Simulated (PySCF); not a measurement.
Cd(Me) (CH3Cd), SMILES [CH3][Cd] (connectivity only; charge and spin as stated), neutral, multiplicity 2. Atoms are numbered in the order given.

```xyz
5

Cd     0.0000     0.0000    -0.3828
C      0.0000     0.0000     1.9437
H      0.9056     0.5228     2.2381
H      0.0000    -1.0457     2.2381
H     -0.9056     0.5228     2.2381
```
Charge 0, spin multiplicity 2.

Geometry: B3LYP-D3(BJ)/def2-TZVP. The spin state was assumed, not searched. The isomer is the one that the SMILES or the coordinates give; other isomers of the formula were not compared. The def2 effective core potentials stand for the cores of Cd; spin–orbit coupling is left out.

All values below come from M06-2X/def2-TZVPD run with PySCF.

Mulliken values depend strongly on the basis, most of all with diffuse functions as here. ESP charges are fitted to the potential on shells at 1.4 to 2.0 van der Waals radii. Atomic charges (e):

```tsv
atom	ESP fit	Mulliken	Mulliken spin
Cd1	0.01	0.30	0.58
C2	0.36	-1.07	0.55
H3	-0.12	0.25	-0.04
H4	-0.12	0.25	-0.04
H5	-0.12	0.25	-0.04
```
